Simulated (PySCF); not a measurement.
AlH3, SMILES [AlH3]. Geometry optimised at B3LYP-D3(BJ)/def2-TZVPD. The isomer is the one that the SMILES or the coordinates give; other isomers of the formula were not compared.

TDDFT-LC-ωPBE/def2-TZVPD in PySCF puts the lowest singlet excitations at 5.63, 5.63, 8.42, 8.66, 8.66, 9.03 eV and the lowest triplet (TDA) at 5.01 eV.

What are the lowest singlet roots from EOM-CCSD/aug-cc-pVDZ (PySCF)? (The exact figures need the calculation; the answer reports its results.)

5.53, 5.53, 8.40, 8.45, 8.45, 8.82 eV; triplets 5.16, 5.16, 7.58 eV. S1 differs by -0.10 eV (second minus first; roots are paired by order, and the bases may differ).
